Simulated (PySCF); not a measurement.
BrClSe. Atoms are numbered in the order given.

```xyz
3

Se     0.7651    -0.5725     0.0000
Cl    -0.9190    -1.9544     0.0000
Br    -0.2969     1.5054     0.0000
```
Charge 0, spin multiplicity 1.

Geometry: B3LYP-D3(BJ)/def2-TZVP.

These are TDDFT-CAM-B3LYP/def2-SVPD (PySCF 2.14.0) values and carry that method's errors.

Vertical excitations. Gas-phase values at a fixed geometry. State labels are in the subgroup Cs.

Computed lowest excited states:
```csv
state,symmetry,energy (eV),λ (nm),f,main pairs
S1,A",2.38,521,0.001,HOMO→LUMO 99 %
S2,A",2.79,445,0.000,HOMO→LUMO+1 98 %
S3,A',4.43,280,0.005,HOMO−1→LUMO 90 %
S4,A",4.77,260,0.000,HOMO−2→LUMO 95 %
S5,A',5.14,241,0.017,"HOMO−3→LUMO 46 %, HOMO−3→LUMO+1 42 %, HOMO−1→LUMO+1 7 %"
S6,A',5.41,229,0.002,"HOMO−1→LUMO+1 67 %, HOMO−3→LUMO 26 %"
S7,A",5.51,225,0.002,HOMO−2→LUMO+1 85 %
S8,A",6.26,198,0.000,"HOMO−4→LUMO 74 %, HOMO−2→LUMO+1 12 %, HOMO−4→LUMO+1 12 %"
S9,A',6.28,197,0.175,"HOMO−3→LUMO+1 48 %, HOMO−3→LUMO 22 %, HOMO−1→LUMO+1 15 %"
S10,A",6.52,190,0.006,HOMO→LUMO+2 87 %
T1,A",1.71,726,0,HOMO→LUMO 97 %
T2,A",2.14,581,0,HOMO→LUMO+1 95 %
T3,A',3.80,326,0,HOMO−1→LUMO 91 %
T4,A",4.25,292,0,HOMO−2→LUMO 88 %
```
Triplets are in the Tamm–Dancoff approximation, which puts them higher than full response would, so one can lie above its singlet here.
